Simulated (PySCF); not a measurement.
A PySCF script (with the pyscf-properties extension) for the NMR shieldings of `InChI=1S/C2H6B3ClO2/c3-2-1-7-4-5(6)8-2/h2,4H,1,3H2/t2-/m0/s1`, on a GFN2-xTB geometry:

```python
import basis_set_exchange as bse
import numpy as np
from pyscf import gto, dft
from pyscf.prop import nmr

atoms = """
B     2.221734   -0.330596   -0.374307
C     0.778409    0.005833    0.171076
C    -0.231286   -1.149225    0.024948
O    -1.485870   -0.870641    0.615933
B    -2.034965    0.348140    0.525341
B    -1.073659    1.491691   -0.274597
Cl   -1.510484    2.991223   -1.042804
O     0.241615    1.216426   -0.371733
H     2.700266   -1.348740   -0.069664
H     2.786455    0.439469   -1.038843
H     0.895924    0.175443    1.258530
H    -0.388548   -1.358870   -1.040007
H     0.164206   -2.045343    0.510140
H    -3.064474    0.434717    1.083822
"""
names = dict.fromkeys(["B", "C", "O", "Cl", "H"], "pcSseg-1")
basis = {el: gto.basis.parse(bse.get_basis(n, elements=[el], fmt="nwchem")) for el, n in names.items()}
mol = gto.M(atom=atoms, basis=basis, charge=0, verbose=0)
mf = dft.RKS(mol, xc="PBE0")
mf.grids.level = 2
mf.grids.alignment = dft.numint.BLKSIZE   # the property module wants whole blocks of grid points
mf.conv_tol = 1e-9
mf.kernel()

calc = nmr.RKS(mf)   # GIAO
C = mf.mo_coeff
Co = C[:, mf.mo_occ > 0]
resp = mf.gen_response(singlet=True, hermi=2)
def vind(x):   # induced exchange potential for any number of trial vectors
    d = np.einsum("pi,xij,qj->xpq", C, 2 * x.reshape(-1, C.shape[1], Co.shape[1]), Co, optimize=True)
    return np.einsum("xpq,pi,qj->xij", resp(d - d.transpose(0, 2, 1)), C, Co, optimize=True).ravel()
mo1, _ = nmr.rhf.solve_mo1(calc, with_cphf=vind)
sigma = calc.kernel(mo1)
for i, s in enumerate(sigma):   # ppm
    w = np.linalg.eigvalsh((s + s.T) / 2)
    print("%2d %-2s iso %8.1f  s11 %8.1f  s22 %8.1f  s33 %8.1f" % (i, mol.atom_pure_symbol(i), w.mean(), *w))
```

Problem. Give the expected output.

Solution. 
```
 0 B  iso     11.4  s11    -57.5  s22    -33.2  s33    124.8
 1 C  iso     98.8  s11     85.9  s22     93.0  s33    117.4
 2 C  iso    119.1  s11     99.5  s22    106.7  s33    151.2
 3 O  iso     83.5  s11   -154.8  s22     59.0  s33    346.3
 4 B  iso     52.0  s11      6.8  s22     42.4  s33    106.8
 5 B  iso     60.5  s11     36.9  s22     51.2  s33     93.4
 6 Cl iso    759.2  s11    461.8  s22    900.4  s33    915.4
 7 O  iso    102.2  s11   -103.2  s22    114.4  s33    295.3
 8 H  iso     23.9  s11     16.1  s22     27.2  s33     28.6
 9 H  iso     23.6  s11     15.9  s22     26.9  s33     27.9
10 H  iso     26.8  s11     21.6  s22     26.8  s33     32.1
11 H  iso     27.4  s11     23.9  s22     26.6  s33     31.8
12 H  iso     26.9  s11     22.7  s22     26.3  s33     31.6
13 H  iso     26.4  s11     25.1  s22     26.3  s33     27.7
```

These numbers come from an equivalent density-fitted implementation of the same equations, which agrees with the script to about 0.01 ppm for H and up to a few tenths of a ppm for heavy atoms, so last digits may differ.

Size and cost of the density-fitted run: 173 basis functions, 36 s wall time on 1 thread of an Arm Neoverse N1, shared host; peak memory 0.78 GiB.
